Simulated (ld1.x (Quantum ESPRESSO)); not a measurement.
Te (Z = 52), TM semilocal: configuration errors across variants

```json
{
 "Element": "Te (Z = 52)",
 "Generator": "ld1.x (Quantum ESPRESSO) 7.5",
 "Type": "norm-conserving Troullier–Martins (semilocal form)",
 "Functional": "PBE",
 "Relativity": "scalar-relativistic",
 "Frozen core": "[Kr] 4d10",
 "Valence charge": "6",
 "Reference configuration": "5s2 5p2 (charge +2)",
 "Partial waves": "5s (bound): rc 1.80 bohr; 5p (bound): rc 2.00 bohr",
 "Local potential": "the p channel",
 "Core correction": "none"
}
```

All-electron excitation energies from the reference (eV): (1) 5s2 5p4 -27.653; (2) 5s2 5p3 -17.925; (3) 5s2 5p1 26.898; (4) 5s1 5p4 -8.082; (5) 5s0 5p6 -8.952; (6) 5s2 5p4.3 -29.122; (7) 5s2 5p3.5 -23.756.

A semilocal file is local in each channel, so a ghost entry of none says nothing of the separable form that plane-wave codes build from it.

2 further variants failed, have other tests or too few solved ones, and are left out.

Errors AE − PS in meV (a dash: test not solved or not reliable):

| change | (1) | (2) | (3) | (4) | (5) | (6) | (7) | bound ghosts |
| --- | --- | --- | --- | --- | --- | --- | --- | --- |
| base | +7.5 | +4.5 | -3.1 | +9.1 | +23 | +8.8 | +5.9 | none |
| wave 5p (bound): rc 2.00 bohr becomes 5p (bound): rc 2.82 bohr | +14 | +4.4 | -11 | +12 | +41 | +18 | +7.9 | none |
| core correction a·sin(br)/r model core inside 1.70 bohr | -5.2 | -1.3 | -23 | -0.8 | -13 | -5.3 | -3.7 | none |
| all radii scaled by about 0.90 (s 1.62, p 1.80 bohr) | +10 | +5.3 | -2.3 | +12 | +29 | +12 | +7.6 | none |
| wave 5s (bound): rc 1.80 bohr becomes 5s (bound): rc 2.36 bohr | +16 | +7.7 | +3.4 | +18 | +47 | +18 | +12 | none |
| wave 5p (bound): rc 2.00 bohr becomes 5p (bound): rc 1.98 bohr | +7.6 | +4.5 | -3.2 | +9.1 | +23 | +9.0 | +5.9 | none |
| wave 5s (bound): rc 1.80 bohr becomes 5s (bound): rc 2.40 bohr | +18 | +8.4 | +4.8 | +20 | +56 | +20 | +13 | none |
| core correction a·sin(br)/r model core inside 2.14 bohr | -21 | -6.4 | -29 | -4.3 | -18 | -23 | -14 | none |

(1) Give the same row for: all radii scaled by about 0.91 (s 1.64, p 1.82 bohr).

Results:

(1) +9.6, +5.0, -3.0, +10, +25, +12, +7.1; bound ghosts: none.
